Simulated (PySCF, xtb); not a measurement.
MgCl2, SMILES [Cl][Mg][Cl].

GFN2-xTB (xtb) at its own geometry gives an orbital gap of 2.72 eV and a dipole moment of 1.70 D.

The structure is a stationary point at ωB97X-D3(BJ)/def2-TZVP. The isomer is the one that the SMILES or the coordinates give; other isomers of the formula were not compared.

### Question
What does PySCF with PBE/def2-TZVPD give? (The exact figures need the calculation; the answer reports its results.)

### Answer
gap 5.13 eV (levels -7.66 and -2.53 eV), dipole 0.00 D.
